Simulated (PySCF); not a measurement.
These 3 structures share the formula C6H10O3. Method: PBE0-D3(BJ)/def2-SVP geometry optimisation, gas phase (PySCF 2.14.0). One conformer each; no zero-point energy, no entropy. No frequencies were run at this level. Point groups hold within 0.08 Å.

Question: Order them by energy at this level, lowest first, and give relative energies in kJ/mol.
A. `[CH2:1]=[CH:2][O:3][C:4](=[O:5])[CH2:6][O:7][CH2:8][CH3:9]` with C1–C2–O3–C4 179°, C2–O3–C4–O5 1°, O3–C4–C6–O7 -178°, C4–C6–O7–C8 74°, C6–O7–C8–C9 180°
B. `[CH2:1]=[CH:2][O:3][C:4](=[O:5])[CH2:6][CH2:7][O:8][CH3:9]` with C1–C2–O3–C4 180°, C2–O3–C4–O5 0°, O3–C4–C6–C7 180°, C4–C6–C7–O8 179°, C6–C7–O8–C9 180°
C. `[CH2:1]=[C:2]([CH3:3])[CH2:4][O:5][C:6](=[O:7])[O:8][CH3:9]` with C1–C2–C4–O5 130°, C2–C4–O5–C6 172°, C4–O5–C6–O7 1°, O5–C6–O8–C9 -179°

Answer: C (0.0), A (64.7), B (65.7).

Neighbours under 10 kJ/mol apart (C=COC(=O)COCC and C=COC(=O)CCOC) can change places with a better method, another conformer or zero-point energy.

```tsv
SMILES	E (Eh)	E rel (kJ/mol)	dipole (D)	point group	A, B, C (MHz)
C=C(C)COC(=O)OC	-459.47828	0.0	0.68	C1	4468, 742.3, 683.7
C=COC(=O)COCC	-459.45364	64.7	1.78	C1	5925, 655.5, 620.9
C=COC(=O)CCOC	-459.45325	65.7	0.59	Cs	7139, 568.9, 532.2
```

Q: How do the relative energies change in single points at PBE0/pcSseg-1 (no added dispersion term) on the same geometries?

A: 
```csv
SMILES,PBE0-D3(BJ)/def2-SVP (kJ/mol),PBE0/pcSseg-1 (kJ/mol),shift
C=C(C)COC(=O)OC,0.0,0.0,0.0
C=COC(=O)COCC,64.7,64.0,-0.7
C=COC(=O)CCOC,65.7,64.6,-1.1
```

Each column counts from its own lowest isomer. The order is unchanged; the largest shift is 1.1 kJ/mol.
